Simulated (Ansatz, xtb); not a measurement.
Relaxing a trial structure of CH7AlSn

The starting geometry of this gas-phase singlet was built from a drawn formula by distance geometry and a force field; its bonds are those of `[CH3][SnH2][AlH2]`.

```xyz
10

C     0.0509   -2.2380    2.3692
Al    1.7704   -1.5210   -1.0443
Sn    1.0596   -0.6152    1.3416
H    -0.7697   -2.5563    1.8581
H    -0.2407   -1.8554    3.4035
H     0.7665   -3.0622    2.4984
H    -0.1116    0.7123    1.1169
H     2.3902   -0.0869    2.1712
H     2.8078   -2.7503   -1.1548
H     1.1748   -0.8677   -2.3876
```

Q: Predict what it relaxes into with r2SCAN-D4/def2-SVP.

A: It keeps its bonds, and is `[CH3][SnH2][AlH2]`.

The energy falls by 0.27 eV over 28 steps:

```
step  E − E(last) (eV)
   1             0.271
   4             0.007
   7             0.005
  10             0.004
  13             0.004
  16             0.002
  19             0.001
  22             0.001
  25             0.000
  28             0.000
```

Final geometry (Å):

```xyz
10

C     0.1507   -2.2391    2.5025
Al    1.7889   -1.5059   -1.1468
Sn    0.9138   -0.6661    1.2169
H    -0.7276   -2.7129    2.0412
H    -0.1405   -1.8147    3.4741
H     0.9244   -3.0038    2.6616
H    -0.3260    0.5236    1.0749
H     2.1850    0.1116    2.0884
H     2.0908   -3.0508   -1.3985
H     2.0387   -0.4828   -2.3421
```

From the same start GFN2-xTB ends elsewhere, differing in Al2–H7 (1.58 against 3.68 Å here), Sn3–H7 (3.29 against 1.72 Å here).

No frequencies were run, so the end isn't proven a minimum. Atoms past krypton carry core potentials, without spin–orbit terms. Run with Ansatz 0.2.0, 54 s on 2 threads of Intel(R) Xeon(R) Processor @ 2.70GHz, on a shared host.
